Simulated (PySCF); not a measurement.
Excitations are Tamm–Dancoff values on a coarser integration grid. The basis has no diffuse functions, so Rydberg states are missing or too high.

Cartesian coordinates (Å):
SMILES: [AlH2][SH]
```xyz
5

Al    -0.6466    -0.0672    -0.0442
S      1.4213    -0.7330     0.1556
H     -0.9428     1.4811    -0.1567
H     -1.7512    -1.1949    -0.0624
H      1.9193     0.5141     0.1077
```
Charge 0, spin multiplicity 1.

Question: Estimate the S1 excitation (TDA), HOMO and S1 oscillator strength that TPSSh-D3(BJ)/def2-TZVP // PBE0-D3(BJ)/def2-TZVP in PySCF returns for this input.

Answer: 
```json
{
 "S1 excitation (TDA)": "5.48 eV",
 "HOMO": "-7.23 eV",
 "S1 oscillator strength": "0.082"
}
```
